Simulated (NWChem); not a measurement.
A series in which one site is exchanged, each optimised at PBE0/def2-SVP with NWChem, gas phase unless a solvent is named. This build's default masses of Se (78.918 u) and Br (79.917 u) are each other's, which moves their modes by up to 0.6 %. For some, no frequency run checked for a minimum. def2 effective core potentials on Zr, Sn; no spin-orbit coupling.

A: [Br][TiH2][Br] (TiH$_{2}$Br$_{2}$; site = Ti)
B: Br[SiH2]Br (SiH$_{2}$Br$_{2}$; site = Si)
C: [SnH2]([Br])[Br] (SnH2Br2; site = Sn)
D: [Br][ZrH2][Br] (ZrH₂Br₂; site = Zr)

### Question
Rank them by orbital gap (eV), PBE0/def2-SVP, lowest first.

### Answer
A (5.71), D (5.98), C (6.61), B (8.09)
